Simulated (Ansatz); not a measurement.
```yaml
crystal:
  periodic: [false, false, false]
  atoms:
    - {symbol: Si, position_ang: [-0.491905, 1.389823, -0.847912]}
    - {symbol: N, position_ang: [-0.067959, 0.026804, 0.039474]}
    - {symbol: Si, position_ang: [0.813696, 0.115148, 1.501001]}
    - {symbol: Si, position_ang: [-0.247325, -1.532048, -0.715631]}
    - {symbol: H, position_ang: [-1.704379, 1.202617, -1.661090]}
    - {symbol: H, position_ang: [-0.878630, 2.473158, 0.202906]}
    - {symbol: H, position_ang: [0.553791, 1.914706, -1.727927]}
    - {symbol: H, position_ang: [0.530898, -1.072633, 2.345485]}
    - {symbol: H, position_ang: [2.237750, 0.281074, 1.315072]}
    - {symbol: H, position_ang: [0.312349, 1.367211, 2.261535]}
    - {symbol: H, position_ang: [-1.396307, -1.541963, -1.576766]}
    - {symbol: H, position_ang: [-0.427339, -2.562430, 0.344868]}
    - {symbol: H, position_ang: [0.927953, -1.891913, -1.591246]}
basis:
  gaussian: {orbitals: cc-pVTZ-PP}
total_charge: -1
magnetization: {spin_polarized: true, initial_magnetization: 1}
hamiltonian: {xc: {name: BLYP}, dispersion: d3bjatm}
```

```sh
$ ansatz run in.yaml --threads 4 --pin off --events-out ev --progress --plain --max-ram 10444MiB
```

**Question.** How does Ansatz answer? (An estimate is asked.)

**Answer.** Computed: The program refused the input.
```
Functional definition: BLYP
  name "BLYP"
  cite "Becke, Phys. Rev. A 38, 3098 (1988) doi:10.1103/PhysRevA.38.3098"
  cite "Lee, Yang & Parr, Phys. Rev. B 37, 785 (1988) doi:10.1103/PhysRevB.37.785"
  parameter beta = 0.0042
  parameter a = 0.04918
  parameter b = 0.132
  parameter c = 0.2533
  parameter d = 0.349
  exchange = b88_x(beta = beta)
  correlation = lyp_c(a = a, b = b, c = c, d = d)
Error: <dir> the basis set cc-pVTZ-PP has no functions for Si
```
